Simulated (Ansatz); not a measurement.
Computed with Ansatz on PBE0-D4/def2-TZVP structures; ΔE is electronic, products minus reactants. CCSD(T)/CBS adds triple-zeta CCSD(T) − MP2 to the extrapolated MP2 energy (def2 sets, frozen cores). Functionals use def2-TZVPP. B3LYP here is the variant with VWN-RPA as its local correlation; programs differ in this. For Ge, Se outer-core shells are correlated without core-valence functions, which leaves a few kJ/mol of doubt a bond. Scalar relativity is left out up to krypton. One conformer a species, not always the lowest.

Consider the ligand exchange at the Si–Se bond: `O[SiH2][SeH]` + `C[NH][GeH3]` → `C[N]([GeH3])[SiH2]O` + H₂Se.

`O[SiH2][SeH]`:

Z-matrix (Å, degrees):
```
Si
Se 1 2.282
O 1 1.641 2 113.4
H 1 1.477 2 107.8 3 116.2
H 1 1.484 2 106.6 3 -123.6
H 2 1.468 1 92.5 3 97.5
H 3 0.959 1 117.7 2 -46.2
```

`C[NH][GeH3]`:

Z-matrix (Å, degrees):
```
C
N 1 1.450
H 1 1.100 2 114.8
H 1 1.094 2 110.2 3 121.9
H 1 1.094 2 109.5 3 -120.8
Ge 2 1.838 1 118.0 3 67.0
H 2 1.010 1 111.6 3 -66.0
H 6 1.549 2 113.3 1 -56.3
H 6 1.536 2 107.2 1 -177.3
H 6 1.537 2 107.0 1 63.0
```

`C[N]([GeH3])[SiH2]O`:

```xyz
14

C     0.193    1.489    0.542
N     0.214    0.074    0.203
Ge    1.640   -0.466   -0.836
Si   -1.134   -0.930    0.522
O    -2.286   -1.020   -0.657
H    -0.599    1.696    1.268
H     0.020    2.132   -0.331
H     1.138    1.803    1.000
H     2.937   -0.120   -0.080
H     1.509   -1.975   -1.068
H     1.631    0.298   -2.176
H    -0.662   -2.326    0.645
H    -1.756   -0.399    1.767
H    -2.845   -0.256   -0.799
```

H₂Se:

Cartesian coordinates in Å:
```
Se -0.357 -0.426 -0.400
H 1.008 -0.425 0.139
H -0.651 0.851 0.261
```

Q: Is it downhill or uphill in electronic energy at CCSD(T)/CBS, and by how much? (Best estimate.)

A: Ansatz gave: Downhill: ΔE = -0.10 eV.

Q: What do these levels give: PBE-D4, PBE, PBE0, B3LYP, MP2/def2-TZVPP, CCSD/CBS(def2)? (Estimate.)

A: Computed: PBE-D4 -0.01, PBE 0.05, PBE0 0.02, B3LYP -0.03, MP2/def2-TZVPP -0.14, CCSD/CBS(def2) -0.09 eV.

Largest T1 diagnostic among the species: 0.012.

In def2-TZVPP, CCSD(T) changes the Hartree–Fock value by −0.09 eV (the triples alone add −0.01 eV) and MP2 by −0.08 eV. The D4 term adds −0.08 eV with B3LYP and −0.05 eV with PBE0; it sums over pairs of atoms, weighted by their polarisabilities, and B3LYP, whose exchange is more repulsive, gets the larger term.
